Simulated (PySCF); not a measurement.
Rhodium: a sound run and one with changed settings

Sound run: Rh(2+) [Kr] 4d7, Rh(3+) [Kr] 4d6. All numbers are calculated (PySCF 2.14, a scalar-relativistic core potential, in def2-SVP with the def2 core potential (28 electrons) (5s3p2d1f, 31 functions)). The sound run starts from symmetry-adapted Hartree-Fock orbitals and uses a fine grid where one is needed.

Changed run: basis STO-3G, all-electron and non-relativistic. This setting is unsound on purpose.

```
species  method  sound run (hartree)  changed run (hartree)  converged
 Rh(2+)     UHF           -108.88738            -4639.12579        yes
 Rh(2+)    MN15           -109.25985            -4637.42913        yes
 Rh(2+)    PBE0           -109.50285            -4640.55409        yes
 Rh(3+)     UHF           -107.78273            -4638.24692        yes
 Rh(3+)    MN15           -108.10613            -4636.51128        yes
 Rh(3+)    PBE0           -108.33985            -4639.61818        yes
```

Ionisation energy of Rh(2+):

```csv
method,sound run (eV),changed run (eV)
UHF,30.059,23.915
MN15,31.394,24.976
PBE0,31.647,25.467
```

A minimal basis cannot let orbitals breathe on ionisation and holds almost no correlation. The Hamiltonian changed with the basis, so the totals do not compare.

For comparison, NIST gives 31.06 eV between the lowest levels.
